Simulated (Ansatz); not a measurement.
Consider the formal exchange of groups at the Si–C bond: `ClC[SiH]1O[SiH2]1` + SiH₄ → `[SiH3][SiH]1O[SiH2]1` + `CCl`.

Isolated molecules relaxed with PBE0-D4/def2-TZVP in Ansatz; ΔE leaves out vibrations. CCSD(T)/CBS adds triple-zeta CCSD(T) − MP2 to the extrapolated MP2 energy (def2 sets, frozen cores). This one scheme is used for every species. Functionals use def2-TZVPP. One conformer a species, not always the lowest.

```
             level  ΔE (kJ/mol)
         r2SCAN-D4        -12.6
           ωB97M-V         -3.4
            B2PLYP         -8.2
               PBE        -20.8
SCS-MP2/def2-TZVPP         -1.9
   CCSD/def2-TZVPP         -7.4
CCSD(T)/def2-TZVPP         -7.5
     MP2/CBS(def2)         -3.0
```

Q: What does CCSD(T)/CBS give? (Estimate.)

A: Ansatz gave: -8.6 kJ/mol. The listed levels differ from it by -4.0, 5.2, 0.4, -12.2, 6.7, 1.2, 1.1, 5.6 kJ/mol.

Largest T1 diagnostic among the species: 0.015.
